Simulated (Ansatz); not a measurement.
Compare A (`[InH2][B]1CO1`) with its isomer B (`[InH2][CH]1BO1`).

Computed with Ansatz on PBE0-D4/def2-TZVP structures; ΔE is electronic, products minus reactants. CCSD(T)/CBS is the MP2 limit (def2-TZVPP, def2-QZVPP) plus CCSD(T) − MP2 in def2-TZVPP, frozen cores. DFT in def2-TZVPP. Elements past krypton have def2 core potentials. For In outer-core shells are correlated without core-valence functions, which leaves a few kJ/mol of doubt a bond.

**Question.** Which is lower in electronic energy at CCSD(T)/CBS, and by how much? (Estimate.)

**Answer.** The calculation gave: A, by 5.5 kcal/mol.

**Question.** Give E(B) − E(A) in kcal/mol with MP2/def2-TZVPP, LDA (SPW92), CCSD/def2-TZVPP, PBE0-D4, CCSD(T)/def2-TZVPP, PBE-D4, B2PLYP. (An estimate is asked.)

**Answer.** The calculation gave: MP2/def2-TZVPP 5.4, LDA (SPW92) 6.9, CCSD/def2-TZVPP 6.8, PBE0-D4 7.1, CCSD(T)/def2-TZVPP 6.3, PBE-D4 6.3, B2PLYP 5.6. None reverses the order clearly.

**Question.** Does the order hold for the free energy at 298.15 K (harmonic terms from PBE0-D4)? (Best estimate.)

**Answer.** The calculation gave: Yes: G(B) − G(A) = +4.1 kcal/mol.

Largest T1 diagnostic: 0.016.

From r2SCAN to r2SCAN0 (25 % exact exchange), in def2-TZVPP and without D4, E(B) − E(A) moves by +0.8 kcal/mol. In def2-TZVPP, CCSD(T) changes the Hartree–Fock value by −0.8 kcal/mol (the triples alone add −0.5 kcal/mol) and MP2 by −1.7 kcal/mol.
